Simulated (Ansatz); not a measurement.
Reaction (ligand exchange at the Si–O bond): `[SiH3]OCS` + `[OH][AlH][SiH3]` → `[SiH3][O][AlH][SiH3]` + `OCS`

Calculated with Ansatz (gas phase, PBE0-D4/def2-TZVP geometries, no zero-point term in ΔE). CCSD(T)/CBS is the MP2 limit (def2-TZVPP, def2-QZVPP) plus CCSD(T) − MP2 in def2-TZVPP, frozen cores. DFT in def2-TZVPP. One conformer a species, not always the lowest.

`[SiH3]OCS`:

Cartesian coordinates in Å:
```
Si -1.488 -0.207 -0.695
O 0.090 0.251 -0.561
C 0.908 -0.165 0.497
S 2.576 0.492 0.362
H -2.007 0.451 -1.915
H -2.260 0.226 0.503
H -1.599 -1.687 -0.809
H 1.038 -1.253 0.497
H 0.481 0.131 1.461
H 2.260 1.763 0.660
```

`[OH][AlH][SiH3]`:

Cartesian coordinates in Å:
```
O 0.996 -0.287 1.924
Al 0.478 -0.823 0.398
Si -0.742 0.805 -0.962
H 1.484 -0.838 2.534
H 0.814 -2.313 -0.047
H -2.041 0.237 -1.427
H 0.038 1.149 -2.187
H -1.028 2.070 -0.233
```

`[SiH3][O][AlH][SiH3]`:

Z-matrix (Å, degrees):
```
Si
O 1 1.625
H 1 1.489 2 110.7
H 1 1.487 2 109.8 3 120.0
H 1 1.487 2 109.9 3 -120.1
Al 2 1.686 1 164.5 3 -3.5
Si 6 2.452 2 118.0 1 -3.0
H 6 1.583 2 116.8 1 177.7
H 7 1.491 6 111.5 2 140.2
H 7 1.490 6 112.2 2 18.8
H 7 1.492 6 110.3 2 -101.0
```

`OCS`:

Cartesian coordinates in Å:
```
O -1.170 0.270 -0.322
C 0.115 -0.286 -0.201
S 0.669 -0.227 1.504
H -1.415 0.257 -1.253
H 0.130 -1.352 -0.457
H 0.842 0.232 -0.834
H 0.829 1.105 1.563
```

| species | ωB97X-V energy (Eh) |
| --- | --- |
| `[SiH3]OCS` | -804.56917 |
| `[OH][AlH][SiH3]` | -610.13125 |
| `[SiH3][O][AlH][SiH3]` | -900.83057 |
| `OCS` | -513.87713 |

**Question.** Work out ΔE.

**Answer.** ΔE = (-900.83057) + (-513.87713) − (-804.56917) − (-610.13125) = -0.00728 Eh = -0.20 eV. CCSD(T)/CBS gives -0.21 eV.

Largest T1 diagnostic among the species: 0.014.

From PBE to PBE0 (25 % exact exchange), in def2-TZVPP and without D4, ΔE moves by −0.04 eV. In def2-TZVPP, CCSD(T) changes the Hartree–Fock value by +0.09 eV (the triples alone add +0.02 eV) and MP2 by +0.11 eV.
